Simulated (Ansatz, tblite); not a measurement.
Forces on the cluster Be2Te⁺ at its PBE-D4/def2-TZVP geometry. Charge 1, multiplicity 2.

In the def2 sets Te takes a core potential; there is no spin–orbit coupling. The xTB rows come from tblite. The structure comes from a short search, and lower isomers may exist.

GFN1-xTB (tblite), largest force 0.68 eV/Å:

```xyz
3
positions Å, forces eV/Å
Be   -0.171   -1.015    0.680    0.254   -0.227   -0.078
Be    0.977   -0.027   -0.754    0.160   -0.308    0.040
Te   -0.806    1.042    0.074   -0.414    0.536    0.038
```

GFN2-xTB (tblite), largest force 0.61 eV/Å:

```
Be 0.373 0.235 -0.420
Be -0.293 -0.339 0.413
Te -0.080 0.104 0.007
```

BLYP-D4/def2-TZVP (Ansatz), largest force 0.14 eV/Å:

```
Be 0.001 -0.092 0.049
Be 0.085 -0.019 -0.057
Te -0.086 0.111 0.008
```
